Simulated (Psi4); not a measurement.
Pair of molecules: SiH4 (SMILES [SiH4]) (first 5 atoms) with SiH4 (SMILES [SiH4]); geometry from B3LYP-D3(BJ)/def2-TZVP, rigid monomers moved along the line of their centres of mass till Si1···Si6 is 5.62 Å.
(charge 0, multiplicity 1):
```xyz
10

Si    -0.16227    -0.03845    -0.10104
H      0.14622     0.30486    -1.50794
H     -0.48199    -1.47965    -0.00114
H     -1.31834     0.76032     0.36213
H      1.01366     0.26416     0.74582
Si     0.29193     0.07184     5.50184
H      1.69593    -0.36974     5.34963
H     -0.58101    -0.75919     4.64203
H      0.17012     1.49015     5.09863
H     -0.12528    -0.07988     6.91441
```

Method: Psi4 with SAPT0/jun-cc-pV(D+d)Z.

Question: Which attractive term is largest, and how does the interaction split up?

Answer: electrostatics -0.01, exchange 0.01, induction 0.00, dispersion -0.13, total -0.13 kcal/mol; the largest attraction is dispersion.
